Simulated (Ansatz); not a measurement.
Ideal-gas functions of ClFGa, SMILES `[F][Ga][Cl]` radical at 800 K and 1 bar, from an Ansatz frequency run at PBE0-D4/def2-TZVP.

Molar mass 124.17 g/mol, point group Cs (symmetry number 1), electronic degeneracy 2, moments of inertia 26.641, 160.087, 186.728 u Å². Harmonic wavenumbers (cm⁻¹, unscaled): 147, 396, 661.

Use S(trans) = R[1.5 ln M + 2.5 ln T − 1.1517]; rotational temperatures θ = 24.2544 K / I; S(rot) = R[ln(√π/σ · √(T³/θAθBθC)) + 1.5]; for each mode x = 1.438777 ν̃/T, S = R[x/(eˣ − 1) − ln(1 − e⁻ˣ)] and H = RT x/(eˣ − 1); 1 cm⁻¹ = 0.0119627 kJ/mol; R = 8.31446 J/(mol·K).

Question: By hand: the entropy, in J/(mol·K).

Answer: Translation 189.5. Rotation: θ = 0.9104, 0.1515, 0.1299 K, giving 117.3. Vibration, mode by mode: 19.40, 11.31, 7.35, in all 38.1. Electronic 5.8. Sum 350.7 J/(mol·K).

Question: By hand: H − E and G − E in kJ/mol, counted from the electronic energy.

Answer: Zero-point energy ½ × 1204 × 0.0119627 = 7.2; thermal vibration 13.8; translation, rotation and pV give 4 RT = 26.6. H − E = 47.6 kJ/mol, and G − E = 47.6 − 800 × 350.7/1000 = -233.0 kJ/mol.

Vibration gives 11 % of the entropy, 19.4 J/(mol·K) of it from the mode under 150 cm⁻¹: soft modes count most, and the harmonic formula is weakest for them.
